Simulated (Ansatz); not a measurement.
```yaml
crystal:
  periodic: [false, false, false]
  atoms:
    - {symbol: C, position_ang: [-0.885728, -0.333675, 1.056113]}
    - {symbol: Zr, position_ang: [0.214252, 0.052672, -0.796764]}
    - {symbol: O, position_ang: [1.939093, 0.561353, -0.226379]}
    - {symbol: Cl, position_ang: [0.226033, -1.971825, -1.981435]}
    - {symbol: I, position_ang: [-1.095077, 2.074078, -2.075752]}
    - {symbol: H, position_ang: [-1.914898, -0.632260, 0.825415]}
    - {symbol: H, position_ang: [-0.414548, -1.137221, 1.633120]}
    - {symbol: H, position_ang: [-0.919334, 0.564147, 1.683211]}
    - {symbol: H, position_ang: [2.850207, 0.822730, -0.117539]}
basis:
  gaussian: {orbitals: def2-TZVP}
total_charge: -1
magnetization: {spin_polarized: true, initial_magnetization: 1}
hamiltonian: {xc: {name: PBE0-DH}}
scf: {lower_state_search: full}
```

```sh
$ ansatz run in.yaml --threads 4 --pin off --events-out ev --progress --plain --max-ram 10444MiB
```

It prints (some lines left out):

```
Functional definition: PBE0-DH
  name "PBE0-DH"
  cite "Brémond & Adamo, J. Chem. Phys. 135, 024106 (2011) doi:10.1063/1.3604569"
  cite "Perdew, Burke & Ernzerhof, Phys. Rev. Lett. 77, 3865 (1996) doi:10.1103/PhysRevLett.77.3865"
  parameter a = 1/2
  parameter c = 1/8
  exchange = (1 - a)*pbe_x + a*exact_x
  correlation = (1 - c)*pbe_c + c*(mp2_os + mp2_ss)
1655 factors; integrals over basis functions are off by at most 1.2e-3 eV
mean field evaluation 1: about -25037.7925 eV, gradient 3.8e1 eV
mean field evaluation 2: about -25037.8880 eV, gradient 3.8e1 eV
mean field evaluation 4: about -25043.5298 eV, gradient 1.4e1 eV
mean field evaluation 8: about -25045.3506 eV, gradient 3.7e0 eV
mean field evaluation 16: about -25045.8137 eV, gradient 2.4e-1 eV
mean field evaluation 32: about -25045.8209 eV, gradient 9.6e-3 eV
mean field evaluation 224: about -25045.8209 eV, gradient 8.5e-3 eV
mean field -25045.82092274 eV, -920.4169422437 hartree, gradient 9.5e-7 eV, S^2 0.753782; 15 other end points of the search recorded, 0 dependent functions left out
11 core orbitals not correlated: weight in the atoms' cores, before any rotation towards them, 1.000 or more for the frozen orbitals, at most 0.000 for the correlated occupied ones
reference -25045.82095833 eV, -920.4169435514 hartree; 26, 25 occupied and 176, 177 virtual orbitals, 1655 factors
second order -46.11343436 eV of doubles, -0.00000000 eV of singles
Total energy: -25051.58513762 eV, -920.6287732334 hartree
```

**Question.** Something in this input is off. What?

**Answer.** The charge is far from anything that the molecule holds. The run converged. The result belongs to that input, not to the molecule as meant.
